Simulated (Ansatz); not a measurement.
CH5NO2SW (`C[O][W]([NH2])(=[O])=[S]`), 11 atoms. The species carries charge 0 and has multiplicity 1. Correlated methods include outer-core shells of W, which these sets cover unevenly. W takes the def2 core potential. Hardware: A = 2 threads of an AMD EPYC 7R13 on a shared host and a share of an NVIDIA H100 80 GB; B = 2 threads of an AMD EPYC 7R13 on a shared host. Correlated methods freeze the cores. Open-shell runs search over several starts.

(1) How many basis functions does each run have, and how long does it take in Ansatz? RKS PBE0-D4/def2-QZVPP energy [A]; RHF-MP2/def2-QZVPP energy [A]; direct RPA on PBE orbitals/def2-TZVPP energy [A]; UHF-CCSD(T)/def2-TZVPP energy of the cation [A]; UKS r2SCAN-D4/def2-TZVPP energy of the cation [A]; RKS ωB97M-V/def2-SVP energy [B]; UKS ωB97X-V/def2-TZVPP energy of the cation [A]; UKS PBE0-D4/def2-TZVPP energy of the cation [A]; RHF-CCSD(T)/def2-TZVPP energy [A]; RKS B2PLYP (frozen core)/def2-TZVPP energy [A]; RKS ωB97M-V/def2-QZVPP energy [A]; UHF-MP2/def2-QZVPP energy of the cation [A]. (An estimate is asked.)

Results:

(1) Ansatz gave: Other jobs shared the machine, so times are rough.

```csv
level,job,functions,wall time,peak host memory (GiB)
RKS B2PLYP (frozen core)/def2-TZVPP,energy [A],292,4.1 s,1.3
RHF-MP2/def2-QZVPP,energy [A],529,4.3 s,1.1
direct RPA on PBE orbitals/def2-TZVPP,energy [A],292,5.5 s,1.4
RKS PBE0-D4/def2-QZVPP,energy [A],529,5.5 s,1.1
RKS ωB97M-V/def2-QZVPP,energy [A],529,8 s,1.2
UKS PBE0-D4/def2-TZVPP,energy of the cation [A],292,9.1 s,0.95
RKS ωB97M-V/def2-SVP,energy [B],131,11 s,0.52
RHF-CCSD(T)/def2-TZVPP,energy [A],292,12 s,0.87
UKS ωB97X-V/def2-TZVPP,energy of the cation [A],292,12 s,1.1
UKS r2SCAN-D4/def2-TZVPP,energy of the cation [A],292,19 s,1
UHF-MP2/def2-QZVPP,energy of the cation [A],529,19 s,1.2
UHF-CCSD(T)/def2-TZVPP,energy of the cation [A],292,36 s,1.9
```
